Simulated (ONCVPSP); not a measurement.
**An all-electron radial function and its pseudo partner (beryllium (Be))**

Columns: radius, all-electron u(r) and pseudo u(r) of the 2s shell (level -9.46 eV) of beryllium in the configuration [He] 2s1.5; LDA (Perdew-Wang 92), scalar-relativistic, ONCV scheme, ONCVPSP 4.0.1.

```
r (bohr)  all-electron  pseudo
   0.103       -0.2162  0.0395
   0.205       -0.2748  0.0780
   0.308       -0.2478  0.1161
   0.410       -0.1760  0.1540
   0.513       -0.0818  0.1937
   0.615        0.0188  0.2351
   0.718        0.1195  0.2786
   0.820        0.2135  0.3219
   0.923        0.2999  0.3644
   1.025        0.3759  0.4047
   1.128        0.4425  0.4442
   1.230        0.4986  0.4830
   1.332        0.5452  0.5222
   1.435        0.5832  0.5609
   1.538        0.6127  0.5963
   1.640        0.6343  0.6250
   1.743        0.6492  0.6454
   1.845        0.6578  0.6569
   1.948        0.6611  0.6610
   2.050        0.6595  0.6595
   2.153        0.6539  0.6539
   2.255        0.6448  0.6448
   2.358        0.6326  0.6326
   2.460        0.6182  0.6182
   2.562        0.6017  0.6017
   2.665        0.5835  0.5835
```

Question: How many radial nodes do the two functions have?

Answer: The all-electron 2s function has n − l − 1 = 1; the pseudo-wave has 0, since the states of the same l below it are removed with the core.

Question: At about which radius was the pseudo-wave matched?

Answer: 2.05 bohr, where the columns begin to agree (steps of 0.10 bohr).

Question: Is the pseudo-wave norm-conserving?

Answer: Yes: the ONCV scheme keeps the norm inside the radius equal to the all-electron one, which fixes the energy derivative of the logarithmic derivative at the level.
